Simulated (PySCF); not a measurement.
Co+ (cobalt, charge +1): UHF calculation

Configuration: [Ar] 3d8, high-spin 3F determinant. Computed with PySCF 2.14 in cc-pVTZ (7s6p4d2f1g, 68 functions), with the non-relativistic Hamiltonian (point nucleus).

- Total energy: -1381.136659 hartree
- One-electron energy: -1911.3085 hartree
- Hartree (Coulomb) energy: 588.2146 hartree
- Exchange energy: -58.0428 hartree
- Kinetic energy: 1381.06051 hartree
- ⟨S²⟩: 2.0052
- ⟨L²⟩: 12.030
- Sum of ⟨r⟩: 17.30 bohr
- Sum of ⟨r²⟩: 19.65 bohr²
- Density at the nucleus (Gaussians lack the cusp): 13300 bohr⁻³
- Spin density at the nucleus: -0.0359 bohr⁻³
- Langevin diamagnetic susceptibility: -15.6 ×10⁻⁶ cm³/mol
- Time after the integrals: 0.61 s of wall time on 1 thread of Neoverse-V1 (shared host)

| shell | electrons | mean orbital energy (hartree) | spread (hartree) | rms radius, mean of both spins (bohr) |
| --- | --- | --- | --- | --- |
| 1s α | 1 | -283.15497 | 0 | 0.0659 |
| 1s β | 1 | -283.15387 | 0 | 0.0659 |
| 2s α | 1 | -34.95834 | 0 | 0.279 |
| 2s β | 1 | -34.89364 | 0 | 0.279 |
| 2p α | 3 | -30.21572 | 0 | 0.250 |
| 2p β | 3 | -30.15236 | 0 | 0.250 |
| 3s α | 1 | -4.68863 | 0 | 0.847 |
| 3s β | 1 | -4.50747 | 0 | 0.847 |
| 3p α | 3 | -3.21017 | 0 | 0.904 |
| 3p β | 3 | -2.99125 | 0 | 0.904 |
| 3d α | 5 | -0.77126 | 0.05102 | 1.26 |
| 3d β | 3 | -0.68103 | 0 | 1.26 |
